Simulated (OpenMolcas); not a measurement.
**Computed transition rates of Sb+**

```
Program             : OpenMolcas 26.06
Method              : CASSCF
Basis               : ANO-RCC-VTZP [7s6p4d2f1g]
Scalar Hamiltonian  : DKH2, point nucleus
Active space        : 2 electrons in 3 orbitals (5p)
State averaging     : 2S+1 = 3 even, 3 roots; 2S+1 = 1 even, 6 roots
Spin-orbit coupling : RASSI with atomic mean-field integrals over the reference wave functions, term energies averaged over their components
```

Rates come from the transition moments of the reference wave functions (E1 and E2 in the length form). At fixed line strength A goes as λ^-3 for E1 and M1 and as λ^-5 for E2, so a rate at the computed wavelength can be rescaled to the measured one. Measured vacuum wavelengths follow from level energies in NIST Handbook of Basic Atomic Spectroscopic Data. Branching counts decays inside the model space alone, at computed energies, and the table is only a selection of the E2 and M1 lines, drawn from those between levels with measured partners whose computed energy lies within a factor of 1.5 of the measured one.

| Upper | Lower | Type | λ computed (nm) | λ measured (nm) | A computed (s-1) | A rescaled (s-1) | Branching % |
| --- | --- | --- | --- | --- | --- | --- | --- |
| 5s² 5p² ¹S₀ | 5s² 5p² ³P₁ | M1 | 386.4 | 479.6 | 2.61e+01 |  | 72.5 |
| 5s² 5p² ¹S₀ | 5s² 5p² ¹D₂ | E2 | 707.5 | 899.6 | 6.91e+00 | 2.08e+00 | 19.2 |
| 5s² 5p² ¹S₀ | 5s² 5p² ³P₂ | E2 | 430.9 | 548 | 2.98e+00 |  | 8.3 |
| 5s² 5p² ¹D₂ | 5s² 5p² ³P₂ | M1 | 1102 | 1402 | 2.00e+00 |  | 55.2 |
| 5s² 5p² ¹D₂ | 5s² 5p² ³P₁ | M1 | 851.3 | 1027 | 1.55e+00 |  | 43.0 |
| 5s² 5p² ³P₁ | 5s² 5p² ³P₀ | M1 | 4091 | 3274 | 2.57e-01 | 5.01e-01 | 100.0 |
| 5s² 5p² ³P₂ | 5s² 5p² ³P₁ | M1 | 3739 | 3841 | 2.41e-01 | 2.22e-01 | 99.0 |
| 5s² 5p² ¹D₂ | 5s² 5p² ³P₂ | E2 | 1102 | 1402 | 4.04e-02 |  | 1.1 |
| 5s² 5p² ¹D₂ | 5s² 5p² ³P₁ | E2 | 851.3 | 1027 | 2.16e-02 |  | 0.6 |
| 5s² 5p² ³P₂ | 5s² 5p² ³P₀ | E2 | 1954 | 1767 | 2.32e-03 | 3.84e-03 | 1.0 |

Spin-changing lines and M1 lines between different terms are not rescaled, since their strength hangs on the term gaps too.

The largest correction is for 5s² 5p² ¹S₀ → 5s² 5p² ¹D₂ (E2): 6.91e+00 × (707.5 / 899.6)^5 = 2.08e+00 s-1, a factor of 0.30.

No measured rate stands beside these. Rescaling mends the energy factor alone: line strengths can still be far off where a level mixes with configurations outside the active space, and weak or spin-changing lines hang on small mixing coefficients that depend on the term gaps too, so rescaling need not improve them.

With the s shell closed, the reference lacks s² → p² mixing. Measured partners are found by configuration, term and J. A level has none where our copy of the source lacks it or the pairing is in doubt (some pairs that miss far off the trend of their configuration count as doubtful). Levels of configurations outside the active space are missing.
